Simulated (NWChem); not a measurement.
# C₂H₈Si; SMILES C(C)[SiH3]

All runs: NWChem. All runs use the structure optimised with PBE-D3(BJ)/def2-SVP. Total energies compare along this basis series because the functional is fixed.

```tsv
level	basis functions	energy (Ha)	highest occupied level (eV)	orbital gap (eV)	dipole (D)
PBE0/pcseg-1	86	-370.2553	-8.55	9.37	0.82
PBE0/aug-pcseg-1	145	-370.2593	-8.53	8.38	0.88
PBE0/pcseg-2	206	-370.3291	-8.50	8.86	0.87
PBE0/STO-3G	27	-366.0096	-6.81	14.98	0.22
PBE0/def2-SVP	86	-370.1369	-8.50	9.67	0.85
```
